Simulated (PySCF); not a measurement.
Dipole moment and polarisability across levels of theory

Compound: C₄H₇FSe.
Atom-mapped SMILES: `[CH3:1][Se:2]/[C:3]([CH3:4])=[CH:5]/[F:6]` (hydrogens: H7, H8, H9 on C1; H10, H11, H12 on C4; H13 on C5)

PySCF, dipoles from the SCF density, polarisabilities from static response with core orbitals frozen. The structure is a single PBE0-D3(BJ)/def2-SVP conformer in the gas phase; no vibrational or solvent corrections. The LDA/def2-SVPD calculation is non-relativistic and has no spin–orbit coupling, an omission that weighs most on selenium.

Problem. Compare the levels for these properties.

Solution. 

```csv
level,μ (D),α (au),anisotropy (au)
LDA/def2-SVPD,1.323,82.73,33.36
PBE/def2-SVPD,1.280,82.11,33.07
B3LYP/def2-SVPD,1.368,79.96,31.58
PBE0/def2-SVPD,1.345,79.11,31.15
BHandHLYP/def2-SVPD,1.436,77.30,29.97
HF/def2-SVPD,1.486,75.24,28.21
PBE0/aug-cc-pVDZ,1.308,80.35,31.64
```

The anisotropy is √(½[(α1 − α2)² + (α2 − α3)² + (α3 − α1)²]). The dipole runs from 1.28 D (PBE/def2-SVPD) to 1.49 D (HF/def2-SVPD). In one basis (def2-SVPD) the functionals order the polarisability from HF (lowest) to LDA (highest), a spread of 10%.
